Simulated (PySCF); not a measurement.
Dipole response of As⁺ (arsenic, charge +1)

[Ar] 3d10 4s1 4p3, high-spin 5S determinant (an excited configuration). Calculation: PySCF 2.14, in aug-cc-pVQZ-PP with ECP10MDF; a scalar-relativistic core potential. Coupled (time-dependent) response in atomic units; α is the mean over directions.

```tsv
method	mean α (bohr³)	C₆ (like pair)	S(−4)
wB97X	16.02	95.17	73.74
B97-3	15.98	94.64	73.79
```

S(−4) is the Cauchy moment in α(ω) = α(0) + S(−4) ω² + …

α(iu) at B97-3:

```csv
u (hartree),α(iu) (bohr³)
0,15.98
0.0500,15.80
0.100,15.28
0.200,13.53
0.300,11.42
0.500,7.761
0.750,4.916
1.00,3.338
1.50,1.840
2.00,1.187
3.00,0.6358
5.00,0.2819
```

A single London oscillator, α(iu) = α/(1 + u²/ω²), gives C₆ = (3/4) ω α². Matching the computed C₆ needs ω = 4 × 94.64 / (3 × 15.98²) = 0.494 hartree.

For an ion, C₆ is the dispersion term alone; charge-induced terms of lower order in 1/R come first.

Energies and moments cover only the electrons outside the core potential.
